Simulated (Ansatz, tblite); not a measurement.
Removing and adding an electron: Ge2H3 (the lowest doublet isomer of a short search). Charge 0, multiplicity 2. Geometry: r2SCAN-D4/def2-TZVP. Ansatz, gas phase; energy differences of separate SCF runs; the oxidised species is a singlet (the triplet lies 0.52 eV higher at PBE0-D4/def2-TZVP); the reduced species is a singlet (the triplet lies 1.22 eV higher at PBE0-D4/def2-TZVPD).

```xyz
5

Ge   -0.3500    0.4860    0.2452
Ge    1.5978   -0.4047   -0.8414
H    -0.5407    1.9859    0.5678
H     0.9173   -1.8410   -0.7289
H    -1.6244   -0.2263    0.7573
```

The xTB rows come from tblite. Correlated methods freeze 18 core orbitals; core or outer-core shells of Ge are correlated, in sets that lack core-valence functions. The structure comes from a short search, and lower isomers may exist.

```csv
level,−HOMO (eV),vertical IE (eV),−LUMO (eV),vertical EA (eV),HOMO–LUMO gap (eV),IE − EA (eV),remarks
GFN1-xTB,–,12.22,–,7.73,–,4.49,–
GFN2-xTB,–,11.71,–,4.79,–,6.92,–
PBE-D4/def2-TZVP,5.45,8.30,4.50,–,0.96,–,restricted SCF unstable in HF (+1 singlet)
PBE-D4/def2-TZVPD,5.46,–,4.51,1.97,0.95,–,"HOMO above zero (-1 singlet), restricted SCF unstable in HF (-1 singlet)"
r2SCAN-D4/def2-TZVP,5.84,8.48,4.25,–,1.59,–,restricted SCF unstable in HF (+1 singlet)
r2SCAN-D4/def2-TZVPD,5.84,–,4.25,1.94,1.59,–,"HOMO above zero (-1 singlet), restricted SCF unstable in HF (-1 singlet)"
PBE0-D4/def2-TZVP,6.28,8.27,3.62,–,2.66,–,restricted SCF unstable in HF (+1 singlet)
PBE0-D4/def2-TZVPD,6.28,–,3.63,1.89,2.65,–,restricted SCF unstable in HF (-1 singlet)
MP2/def2-TZVPD,–,–,–,1.98,–,–,restricted SCF unstable (-1 singlet)
MP2/def2-TZVPP,–,8.08,–,–,–,–,restricted SCF unstable (+1 singlet)
CCSD/def2-TZVPD,–,–,–,1.85,–,–,restricted SCF unstable (-1 singlet)
CCSD/def2-TZVPP,–,8.04,–,–,–,–,restricted SCF unstable (+1 singlet)
CCSD(T)/def2-TZVPD,–,–,–,2.01,–,–,restricted SCF unstable (-1 singlet)
CCSD(T)/def2-TZVPP,–,8.11,–,–,–,–,restricted SCF unstable (+1 singlet)
```

Relaxing the oxidised species (r2SCAN-D4/def2-TZVP) changes its energy by -0.99 eV at PBE-D4/def2-TZVP, so the adiabatic ionisation energy to this nearest minimum is 7.31 eV. On the way Ge1–H4 forms. At PBE0-D4/def2-TZVP it is 7.39 eV.  Run but left out: HF/def2-TZVPP (charge +1 singlet: restricted singlet, unstable towards broken spin symmetry); HF/def2-TZVPD (charge -1 singlet: restricted singlet, unstable towards broken spin symmetry).   A HOMO above zero means that the electron is unbound at that level or that self-interaction error raises the level; the energy of removing that electron tells which. HOMO and LUMO are the levels of the spin that leaves or enters (xTB has no such levels and no spin-polarisation term). Other spin states of the ions may lie lower, which would lower the ionisation energy or raise the affinity. Raw xTB energy differences between charge states are shifted by several eV; the methods need an empirical correction for them.
